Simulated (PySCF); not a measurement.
# Ne⁺: ionisation energy

Ne⁺ [He] 2s2 2p5 (2P) → Ne²⁺ [He] 2s2 2p4 (3P), as a difference of total energies. Computed with PySCF 2.14 in def2-TZVP, with no relativity, point nucleus. Correlated levels: valence: 1s2 frozen. The calculations carry no spin-orbit coupling.

Question: Order these methods by the ionisation energy they give, lowest first.
A. UHF
B. CCSD (valence)
C. r2SCAN
D. CCSD(T) (valence)

Answer: A (39.285 eV), B (40.661 eV), D (40.684 eV), C (41.137 eV).

Errors of the correlated levels include the incompleteness of this basis and the frozen core.

For comparison: 40.963 eV (measured; NIST Atomic Spectra Database, ionization energies).
